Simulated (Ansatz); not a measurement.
Ansatz (a first-principles code) input (wB97X-V/def2-TZVP):

Ansatz 0.2 input:
```yaml
crystal:
  periodic: [false, false, false]
  atoms:
    - {symbol: In, position_ang: [-0.00000000, -0.00000000, -0.30797384]}
    - {symbol: F, position_ang: [0.00000000, 0.00000000, 1.67674645]}
basis:
  gaussian:
    orbitals: def2-TZVP
hamiltonian:
  xc: {name: wB97X-V}
magnetization: {spin_polarized: true, initial_magnetization: 2}
relax: {f_tol: 0.003, max_steps: 100}
```

End of the output:

```
integrals: 0.06 GiB planned
155 factors; integrals over basis functions are off by at most 1.4e-5 eV
mean field: 0.37 GiB planned
mean field evaluation 32: about -7888.1530 eV, gradient 1.1e-5 eV
mean field -7888.15298617 eV, -289.8842754597 hartree, gradient 1.1e-5 eV, S^2 2.004683; 0 other end points of the search recorded, 0 dependent functions left out
the calculation of the forces begins
reference -7888.15298807 eV, -289.8842755293 hartree; 16, 14 occupied and 65, 67 virtual orbitals, 608 factors
relax step   3: F+E_penalty+E_count = -7888.15298617 eV  Δ(F+E_penalty+E_count) = -2.861e-4 eV  max|allowed force component| = 3.640e-3 eV/Å  Δτ_max = 0.0029 Å  (41 SCF iters, accepted)
these checks for a lower state are left out or cut short: starts, cluster_reference, orbital_swaps, neighbouring_geometries, increment
integrals: 0.03 GiB planned
608 factors; their error is unknown
integrals: 0.06 GiB planned
155 factors; integrals over basis functions are off by at most 1.4e-5 eV
mean field: 0.37 GiB planned
mean field -7888.15298652 eV, -289.8842754724 hartree, gradient 1.3e-5 eV, S^2 2.004686; 0 other end points of the search recorded, 0 dependent functions left out
the calculation of the forces begins
reference -7888.15298841 eV, -289.8842755420 hartree; 16, 14 occupied and 65, 67 virtual orbitals, 608 factors
relax step   4: F+E_penalty+E_count = -7888.15298652 eV  Δ(F+E_penalty+E_count) = -3.467e-7 eV  max|allowed force component| = 3.893e-4 eV/Å  Δτ_max = 0.0001 Å  (27 SCF iters, accepted)
integrals: 0.03 GiB planned
608 factors; their error is unknown
integrals: 0.06 GiB planned
155 factors; integrals over basis functions are off by at most 1.4e-5 eV
mean field: 0.37 GiB planned
mean field -7888.15298652 eV, -289.8842754724 hartree, gradient 1.3e-5 eV, S^2 2.004686; 1 other end points of the search recorded, 0 dependent functions left out
the calculation of the forces begins
reference -7888.15298841 eV, -289.8842755420 hartree; 16, 14 occupied and 65, 67 virtual orbitals, 608 factors
Total energy: -7888.15298841 eV, -289.8842755420 hartree
Atom 0 at    -0.000000     0.000000    -0.293850 Å, force    -0.000000     0.000000     0.000389 eV/Å
Atom 1 at     0.000000    -0.000000     1.662623 Å, force    -0.000000    -0.000000    -0.000389 eV/Å
Dipole moment:     0.000000     0.000000    -0.595472 e Å
```

This is an excited triplet: at this geometry the singlet lies 3.48 eV lower at CCSD(T)/CBS(def2-TZVPPD,def2-QZVPPD).
